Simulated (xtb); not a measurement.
C2H3Cl2FSi, SMILES ClC(=C([SiH3])F)Cl. All values are semi-empirical tight-binding results from xtb (GFN2-xTB unless named), good for trends rather than for accurate numbers. Geometry optimised at GFN2-xTB. The structure was generated by enumeration, and PubChem lists no compound with its InChIKey, so it may never have been made.

The point group as xtb finds it comes out as Cs. The orbital gap is 3.83 eV. The dipole moment is 2.00 D, the zero-point energy is 24.4 kcal/mol and the G − E(el) at 298.15 K (modified RRHO) is 3.3 kcal/mol. The static polarisability (D4 model) comes out as 80.6 bohr³. The solvation energy, GFN2-xTB/ALPB(water) comes out as -0.9 kcal/mol and the solvation energy, GFN2-xTB/ALPB(acetonitrile) is -3.7 kcal/mol.
